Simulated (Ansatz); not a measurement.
`c1ccc(-c2ccc(-c3ccc(-c4ccc(-c5ccc(-c6cccnc6)nc5)nc4)nc3)nc2)nc1`. The state is a triplet with charge 0. Geometry PBE-D4/def2-SVP, that of the neutral singlet; atoms count from 1.

```xyz
56

C     3.870   -8.829    7.013
C     3.407   -7.695    7.695
C     2.932   -6.604    6.958
C     2.932   -6.674    5.545
C     2.444   -5.560    4.694
C     1.946   -4.343    5.203
C     1.509   -3.349    4.328
C     1.570   -3.576    2.934
C     1.126   -2.574    1.938
C     1.208   -2.861    0.558
C     0.788   -1.915   -0.374
C     0.283   -0.671    0.076
C    -0.182    0.385   -0.851
C    -0.163    0.261   -2.256
C    -0.621    1.309   -3.054
C    -1.104    2.489   -2.441
C    -1.606    3.645   -3.219
C    -1.656    3.683   -4.628
C    -2.147    4.816   -5.277
C    -2.590    5.919   -4.511
C    -3.123    7.159   -5.128
C    -3.238    7.347   -6.521
C    -3.753    8.552   -7.012
C    -4.142    9.540   -6.092
N    -4.044    9.386   -4.761
C    -3.549    8.230   -4.302
N    -2.543    5.887   -3.159
C    -2.074    4.802   -2.546
N    -1.124    2.613   -1.093
C    -0.685    1.608   -0.339
N     0.203   -0.393    1.397
C     0.606   -1.303    2.282
N     2.047   -4.742    2.440
C     2.464   -5.686    3.283
N     3.380   -7.773    4.895
C     3.831   -8.809    5.608
H     4.252   -9.708    7.552
H     3.415   -7.658    8.795
H     2.567   -5.709    7.480
H     1.896   -4.160    6.287
H     1.121   -2.403    4.731
H     1.608   -3.840    0.256
H     0.855   -2.145   -1.447
H     0.211   -0.655   -2.738
H    -0.603    1.205   -4.148
H    -1.314    2.828   -5.230
H    -2.182    4.837   -6.375
H    -2.928    6.562   -7.227
H    -3.853    8.724   -8.094
H    -4.553   10.502   -6.448
H    -3.470    8.105   -3.209
H    -2.051    4.808   -1.444
H    -0.715    1.742    0.755
H     0.510   -1.004    3.341
H     2.846   -6.624    2.849
H     4.187   -9.680    5.029
```

Single mean-field runs in def2-SVP are fitted with def2-universal-jkfit. At PBE0-D4/def2-SVP a singlet of charge 0 lies 2.64 eV below the triplet at the same geometry.

Q: Estimate the Mulliken populations of the heavy atoms from the PBE0/def2-SVP orbitals of Ansatz.

A: 
| atom | charge (e) | spin (α − β) |
| --- | --- | --- |
| C1 | -0.06 | 0.06 |
| C2 | 0.03 | -0.03 |
| C3 | -0.05 | 0.05 |
| C4 | 0.04 | -0.04 |
| C5 | -0.04 | 0.17 |
| C6 | 0.01 | -0.07 |
| C7 | -0.04 | 0.12 |
| C8 | 0.05 | -0.05 |
| C9 | -0.04 | 0.32 |
| C10 | 0.03 | -0.07 |
| C11 | -0.03 | 0.16 |
| C12 | 0.04 | 0.11 |
| C13 | -0.03 | 0.28 |
| C14 | 0.00 | 0.08 |
| C15 | -0.03 | 0.02 |
| C16 | 0.04 | 0.34 |
| C17 | -0.04 | -0.02 |
| C18 | 0.01 | 0.14 |
| C19 | -0.04 | -0.09 |
| C20 | 0.05 | 0.22 |
| C21 | -0.06 | -0.06 |
| C22 | 0.01 | 0.07 |
| C23 | -0.06 | -0.05 |
| C24 | 0.05 | 0.08 |
| N25 | -0.18 | -0.04 |
| C26 | 0.08 | 0.07 |
| N27 | -0.17 | -0.07 |
| C28 | 0.09 | 0.15 |
| N29 | -0.18 | -0.03 |
| C30 | 0.10 | 0.13 |
| N31 | -0.18 | 0.09 |
| C32 | 0.06 | -0.03 |
| N33 | -0.18 | 0.08 |
| C34 | 0.09 | -0.06 |
| N35 | -0.19 | 0.04 |
| C36 | 0.06 | -0.03 |
Mulliken values depend strongly on the basis.

Q: Where does the spin sit?

A: Summed by element: C 1.98, N 0.07, H -0.05, of 2 unpaired in all. Largest on single atoms: C16 0.34, C9 0.32, C13 0.28.

Q: And the Mayer bond orders between heavy atoms (over 0.3, the first 40 of 41)?

A: C1–C2 1.40 (1.40 Å); C1–C36 1.37 (1.41 Å); C2–C3 1.43 (1.40 Å); C3–C4 1.36 (1.41 Å); C4–C5 1.03 (1.48 Å); C4–N35 1.50 (1.35 Å); C5–C6 1.35 (1.41 Å); C5–C34 1.30 (1.42 Å); C6–C7 1.47 (1.40 Å); C7–C8 1.30 (1.41 Å); C8–C9 1.09 (1.48 Å); C8–N33 1.45 (1.35 Å); C9–C10 1.27 (1.41 Å); C9–C32 1.21 (1.42 Å); C10–C11 1.51 (1.39 Å); C11–C12 1.20 (1.42 Å); C12–C13 1.22 (1.48 Å); C12–N31 1.36 (1.35 Å); C13–C14 1.20 (1.41 Å); C13–C30 1.14 (1.42 Å); C14–C15 1.59 (1.40 Å); C15–C16 1.19 (1.41 Å); C16–C17 1.15 (1.48 Å); C16–N29 1.36 (1.35 Å); C17–C18 1.28 (1.41 Å); C17–C28 1.24 (1.42 Å); C18–C19 1.50 (1.40 Å); C19–C20 1.29 (1.41 Å); C20–C21 1.05 (1.48 Å); C20–N27 1.45 (1.35 Å); C21–C22 1.37 (1.41 Å); C21–C26 1.33 (1.42 Å); C22–C23 1.44 (1.40 Å); C23–C24 1.38 (1.40 Å); C24–N25 1.49 (1.34 Å); N25–C26 1.52 (1.34 Å); N27–C28 1.57 (1.33 Å); N29–C30 1.66 (1.33 Å); N31–C32 1.65 (1.33 Å); N33–C34 1.56 (1.33 Å).
